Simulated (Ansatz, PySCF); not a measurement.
SnF4, SMILES [F][Sn]([F])([F])[F].

The structure is a stationary point at PBE-D3(BJ)/def2-SVP. The isomer is the one that the SMILES or the coordinates give; other isomers of the formula were not compared. The def2 effective core potentials stand for the cores of Sn; spin–orbit coupling is left out.

Vertical ionisation energy (IE) and electron affinity (EA) in eV. Rows of orbital energies are one-electron estimates. Where ΔSCF, EOM or ADC give a negative EA the extra electron is unbound and the value depends on the basis.

```
level                                                                   IE    EA
-------------------------------------------------------------------  -----  ----
−ε(HOMO), −ε(LUMO), M06-2X/def2-TZVP (PySCF)                         14.57  3.19
−ε(HOMO), −ε(LUMO), PBE/def2-TZVP (PySCF)                            10.19  5.21
ΔSCF, PBE0/def2-SVPD (Ansatz), final states of multiplicity 2 and 2  14.83  2.23
ΔSCF, PBE/def2-SVPD (Ansatz), final states of multiplicity 2 and 2   13.70  2.26
```

**Question.** What vertical singlet–triplet gap does ΔSCF give with PBE0/def2-SVPD (Ansatz, a program for electronic structure) and with PBE/def2-SVPD (Ansatz)? (The exact figures need the calculation; the answer reports its results.)

**Answer.** 5.96 and 4.93 eV (triplet above singlet where positive).
